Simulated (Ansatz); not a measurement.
C₂H₅FO₂Si, SMILES `CO[Si]1(F)CO1`. The species carries charge 0 and has multiplicity 1. Geometry: relaxed with PBE0-D4/def2-TZVP. It is one conformer, not always the lowest.

```xyz
11

C     1.154   -0.421   -1.706
O     0.123    0.175   -0.943
Si   -0.071    0.225    0.649
F     1.258   -0.305    1.331
C    -1.624    0.239    1.520
O    -0.798    1.511    1.313
H     1.990   -0.741   -1.079
H     0.755   -1.285   -2.240
H     1.513    0.310   -2.432
H    -2.584    0.303    1.013
H    -1.715   -0.011    2.574
```

(1) What is the dipole moment at PBE/def2-TZVPP? (An estimate is asked.)

(2) And with r2SCAN, B3LYP, ωB97M-V? (Estimate.)

(3) Give the Mulliken charges with PBE, B3LYP, r2SCAN in def2-TZVPP. (Best estimate.)

Results:

(1) Computed: 2.46 D, with components (0.40, -1.90, -1.52) D in this frame, pointing from negative to positive charge.

(2) Ansatz gave: r2SCAN 2.56 D, B3LYP 2.66 D, ωB97M-V 2.69 D.

(3) The calculation gave: 
```json
{"atom": "C1", "PBE": "-0.13", "B3LYP": "-0.11", "r2SCAN": "0.01"}
{"atom": "O2", "PBE": "-0.30", "B3LYP": "-0.38", "r2SCAN": "-0.38"}
{"atom": "Si3", "PBE": "0.66", "B3LYP": "0.81", "r2SCAN": "0.82"}
{"atom": "F4", "PBE": "-0.28", "B3LYP": "-0.32", "r2SCAN": "-0.31"}
{"atom": "C5", "PBE": "-0.16", "B3LYP": "-0.17", "r2SCAN": "-0.12"}
{"atom": "O6", "PBE": "-0.33", "B3LYP": "-0.39", "r2SCAN": "-0.39"}
{"atom": "H7", "PBE": "0.10", "B3LYP": "0.10", "r2SCAN": "0.06"}
{"atom": "H8", "PBE": "0.11", "B3LYP": "0.11", "r2SCAN": "0.07"}
{"atom": "H9", "PBE": "0.11", "B3LYP": "0.12", "r2SCAN": "0.07"}
{"atom": "H10", "PBE": "0.11", "B3LYP": "0.12", "r2SCAN": "0.09"}
{"atom": "H11", "PBE": "0.10", "B3LYP": "0.11", "r2SCAN": "0.08"}
```

B3LYP here is the variant with VWN-RPA as its local correlation; programs differ in this.
